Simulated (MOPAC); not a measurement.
MOPAC input (PM7):

```
PM7 FORCE THERMO(298,298) PRECISE LET UHF MS=0.5 GEO-OK AUX(PRECISION=9) THREADS=1
Cl2FGe

F    -0.04341681 1    1.60924252 1   -0.20293867 1
Ge   -0.01143249 1    0.32170334 1    0.27439005 1
Cl   -1.71995571 1   -0.74264533 1   -0.26520390 1
Cl    1.76329723 1   -0.64480160 1   -0.23459736 1
```

From the output:

```
    Cl    4   0.225472   2.273185   0.163081   2.504630

          HEAT OF FORMATION =    -102.771639 KCALS/MOLE

          ZERO POINT ENERGY       2.704 KCAL/MOL

           NORMAL COORDINATE ANALYSIS (Total motion = 1 Angstrom)

   Root No.       1         2         3         4         5         6

                 1 A'      2 A'      1 A"      3 A'      2 A"      4 A'

                 102.8     137.0     184.4     386.3     432.0     649.1

           1   -0.1225    0.0627   -0.0000   -0.1686   -0.0000    0.7254
           2   -0.0002    0.2008    0.5303   -0.0262    0.0176    0.0124
           3   -0.0003    0.4142   -0.2571   -0.0539   -0.0085    0.0255
           4   -0.1158    0.1137    0.0000   -0.0892   -0.0000   -0.1957
           5   -0.0706   -0.0840   -0.1079   -0.0447    0.2517   -0.0118
           6   -0.1456   -0.1734    0.0523   -0.0922   -0.1220   -0.0244
           7    0.1513   -0.1332   -0.1400    0.1365   -0.1331    0.0060
           8   -0.1567    0.0621   -0.0390    0.3137   -0.3241    0.0375
           9    0.2601    0.0520    0.0000   -0.0176   -0.0000    0.0042
          10    0.1513   -0.1332    0.1400    0.1365    0.1331    0.0060
          11    0.3013    0.0024   -0.0242   -0.2081   -0.2008   -0.0199
          12    0.0381    0.0810    0.0306    0.2354    0.2544    0.0320

           MASS-WEIGHTED COORDINATE ANALYSIS (NORMAL COORDINATES)

   Root No.       1         2         3         4         5         6

                 1 A'      2 A'      1 A"      3 A'      2 A"      4 A'

                 102.8     137.0     184.4     386.3     432.0     649.1

           1   -0.1586    0.0889   -0.0000   -0.2294   -0.0000    0.8786
           2   -0.0002    0.2846    0.7645   -0.0356    0.0202    0.0150
           3   -0.0004    0.5872   -0.3706   -0.0734   -0.0098    0.0309
           4   -0.2931    0.3149    0.0000   -0.2371   -0.0000   -0.4634
           5   -0.1787   -0.2329   -0.3042   -0.1189    0.5654   -0.0280
           6   -0.3686   -0.4804    0.1475   -0.2453   -0.2741   -0.0577
           7    0.2678   -0.2578   -0.2757    0.2536   -0.2089    0.0100
           8   -0.2773    0.1202   -0.0768    0.5829   -0.5087    0.0621
           9    0.4604    0.1008    0.0000   -0.0327   -0.0000    0.0069
          10    0.2678   -0.2578    0.2757    0.2536    0.2089    0.0100
          11    0.5332    0.0047   -0.0476   -0.3867   -0.3151   -0.0330
          12    0.0674    0.1568    0.0603    0.4373    0.3993    0.0530

          DESCRIPTION OF VIBRATIONS

 VIBRATION          1    1A'         ATOM PAIR     ENERGY CONTRIBUTION    RADIAL
 FREQUENCY           102.75         Ge2 -- Cl4         +39.6% (122.7%)      1.3%
 TRANSITION DIPOLE   1.2367         Ge2 -- Cl3         +39.6% (122.7%)      1.3%
 TRAVEL (Ang.)       0.2173         F 1 -- Ge2         +20.8% ( 88.9%)      9.7%
 REDUCED MASS       13.9030
 EFFECTIVE MASS     61.9073
 FORCE CONSTANT      0.0865

 VIBRATION          2    2A'         ATOM PAIR     ENERGY CONTRIBUTION    RADIAL
 FREQUENCY           137.05         F 1 -- Ge2         +39.0% ( 82.4%)      3.5%
 TRANSITION DIPOLE   1.6560         Ge2 -- Cl4         +30.5% ( 72.8%)      1.7%
 TRAVEL (Ang.)       0.1819         Ge2 -- Cl3         +30.5% ( 72.8%)      1.7%
 REDUCED MASS       14.8740
 EFFECTIVE MASS     44.3205
 FORCE CONSTANT      0.1646

 VIBRATION          3    1A"         ATOM PAIR     ENERGY CONTRIBUTION    RADIAL
 FREQUENCY           184.45         F 1 -- Ge2         +72.3% ( 95.1%)      0.0%
 TRANSITION DIPOLE   1.2727         Ge2 -- Cl3         +13.9% ( 41.6%)      8.0%
 TRAVEL (Ang.)       0.1797         Ge2 -- Cl4         +13.9% ( 41.6%)      8.0%
 REDUCED MASS       11.3241
 EFFECTIVE MASS     27.7778
 FORCE CONSTANT      0.2270

 VIBRATION          4    3A'         ATOM PAIR     ENERGY CONTRIBUTION    RADIAL
 FREQUENCY           386.31         Ge2 -- Cl4         +47.4% ( 72.2%)     89.2%
 TRANSITION DIPOLE   2.4614         Ge2 -- Cl3         +47.4% ( 72.2%)     89.2%
 TRAVEL (Ang.)       0.1161         F 1 -- Ge2          +5.1% ( 23.7%)      0.2%
 REDUCED MASS       12.9404
 EFFECTIVE MASS     39.5988
 FORCE CONSTANT      1.1378

 VIBRATION          5    2A"         ATOM PAIR     ENERGY CONTRIBUTION    RADIAL
 FREQUENCY           431.99         Ge2 -- Cl3         +43.9% ( 76.8%)     90.9%
 TRANSITION DIPOLE   5.7620         Ge2 -- Cl4         +43.9% ( 76.8%)     90.9%
 TRAVEL (Ang.)       0.0937         F 1 -- Ge2         +12.2% ( 40.4%)      0.0%
 REDUCED MASS       17.7946
 EFFECTIVE MASS     48.5915
 FORCE CONSTANT      1.9565

 VIBRATION          6    4A'         ATOM PAIR     ENERGY CONTRIBUTION    RADIAL
 FREQUENCY           649.05         F 1 -- Ge2         +89.0% ( 99.3%)     99.5%
 TRANSITION DIPOLE   2.7985         Ge2 -- Cl4          +5.5% ( 24.7%)     28.3%
 TRAVEL (Ang.)       0.0837         Ge2 -- Cl3          +5.5% ( 24.7%)     28.3%
 REDUCED MASS       14.8344
 EFFECTIVE MASS     28.0693
 FORCE CONSTANT      3.6820

      SYMMETRY NUMBER FOR POINT-GROUP Cs  =  1

          SYSTEM IS A GROUND STATE

 Cl2FGe

          MOLECULE IS NOT LINEAR

          THERE ARE  6 GENUINE VIBRATIONS IN THIS SYSTEM
          THIS THERMODYNAMICS CALCULATION IS LIMITED TO
          MOLECULES WHICH HAVE NO INTERNAL ROTATIONS

                    CALCULATED THERMODYNAMIC PROPERTIES
                                          *
   TEMP. (K)   PARTITION FUNCTION   H.O.F.    ENTHALPY  HEAT CAPACITY ENTROPY
                                   KCAL/MOL   CAL/MOLE    CAL/K/MOL  CAL/K/MOL

 298.00  VIB.     0.1266D+02                  1704.3499     9.5524    10.7633
         ROT.     0.2019D+06                   888.2803     2.9808    27.2558
         INT.     0.2556D+07                  2592.6302    12.5332    38.0190
         TRA.     0.2003D+28                  1480.4672     4.9680    41.1629
         TOT.                     -102.772    4073.0974    17.5012    79.1819

   *: NOTE: HEATS OF FORMATION ARE RELATIVE TO THE
            ELEMENTS IN THEIR STANDARD STATE AT 298K
              (=  Standard Enthalpy of Formation).

            Hvib:  Zero-point energy is not included.
                   frequencies of less than zero cm-1 are not included.
            Hrot = (3/2)RT
            Htra = (3/2)RT + pV = (5/2)RT

            Heat capacity is Cp, not Cv

          For more information, see: HTTP://OpenMOPAC.net/Manual/thermochemistry.html

           FORCE CONSTANT IN CARTESIAN COORDINATES (Millidynes/A)

    ATOM   CHEMICAL       X               Y               Z
   NUMBER   SYMBOL  FORCE CONSTANT  FORCE CONSTANT  FORCE CONSTANT

      1       F        3.733225        0.243629        0.138158
      2      Ge        4.344487        2.848579        1.322647
      3      Cl        0.466810        2.127625        0.054582
      4      Cl        0.466816        0.927787        1.254415

 **********************
 *                    *
 * JOB ENDED NORMALLY *
 *                    *
 **********************
```
